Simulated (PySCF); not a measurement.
Compound: C₇H₇ (doublet state).
Numbering: `[CH:1]#[C:2]/[CH:3]=[C:4](/[CH2:5])[CH:6]=[CH2:7]` (hydrogens: H8 on C1; H9 on C3; H10, H11 on C5; H12 on C6; H13, H14 on C7)

Structure used (GFN2-xTB), in Å, numbered top down from 1:
```xyz
14
C7H7 angstrom
C      2.989   -0.202   -0.903
C      1.797   -0.327   -1.078
C      0.444   -0.476   -1.291
C     -0.541   -0.235   -0.310
C     -1.863   -0.410   -0.597
C     -0.092    0.190    1.022
C     -0.798    0.931    1.863
H      4.021   -0.091   -0.752
H      0.133   -0.785   -2.280
H     -2.186   -0.719   -1.576
H     -2.625   -0.268    0.147
H      0.911   -0.120    1.284
H     -0.408    1.218    2.824
H     -1.784    1.292    1.623
```

The hyperfine couplings belong to this conformer and change with its torsions.

Theory: UKS B3LYP, pcH-1 on C H, non-relativistic, mean-field spin-orbit, GIAO (PySCF). The structure is a single GFN2-xTB conformer in the gas phase; no vibrational or solvent corrections. Couplings are sensitive to structure, and on GFN2-xTB geometries they can be far from those on DFT ones. The frame is twisted about the C4–C6 bond at this geometry (dihedral C3–C4–C6–H12 = -26°); couplings at other torsion angles weren't computed.

Q: What are Nα, Nβ and the exact ⟨S²⟩?

A: Nα = 25, Nβ = 24 (49 in all), and S(S+1) = 0.75 for S = 1/2.

Mulliken spin populations, one withheld:

```tsv
atom	bound to	population
C1	C2, H8	+0.4010
C2	C1, C3	-0.1993
C3	C2, C4, H9	?
C4	C3, C5, C6	-0.2305
C5	C4, H10, H11	+0.5607
C6	C4, C7, H12	+0.0508
C7	C6, H13, H14	-0.0675
H8	C1	-0.0168
H9	C3	-0.0250
H10	C5	-0.0237
H11	C5	-0.0246
H12	C6	-0.0036
H13	C7	+0.0032
H14	C7	+0.0033
```

Q: What does C3 hold?

A: 1 − (0.4280) gives +0.572, since all populations sum to 2S.

Q: Sum the populations by element and by sign.

A: Carbon +1.09, hydrogen -0.09. The positive populations sum to 1.59, the negative ones to -0.59.

Q: With ⟨S²⟩ = 0.7901, find the sum of squared α–β overlaps and estimate the admixture of higher spin.

A: Σ|⟨iα|jβ⟩|² over occupied orbitals = Nβ − [⟨S²⟩ − S(S+1)] = 24 − 0.0401 = 23.9599. If the quartet state (S + 1) were the only admixture, its weight would be 0.0401/(2S + 2) = 1.34 %. For Kohn–Sham this describes the determinant of the orbitals, not the true wave function.

Q: What Fermi-contact NMR shifts do the couplings of C1, C2, C3, C4, C5, C6, C7 imply at 298 K (Curie law, g = gₑ)?

A: δ = a_FC·h·gₑ μB S(S+1)/(3 g_N μN kT), with k/h = 20836.6 MHz/K:

```
nuclei  isotope  a_FC (MHz)     g_N  contact shift (ppm)
    C1      13C       32.30  1.4048                +3404
    C2      13C      -49.92  1.4048                -5260
    C3      13C       52.07  1.4048                +5487
    C4      13C      -44.13  1.4048                -4650
    C5      13C       44.86  1.4048                +4727
    C6      13C        8.69  1.4048                 +915
    C7      13C       -7.62  1.4048                 -803
```

All at the stated temperature.

H10 and H11 aren't averaged: C5 is flat or nearly so (angle sum 360°), and its turn about the short C5–C4 bond (1.36 Å) is taken as slow.

C5, the radical centre as drawn in `C#C/C=C(/[CH2])C=C`, holds a spin population of +0.56 out of 1.
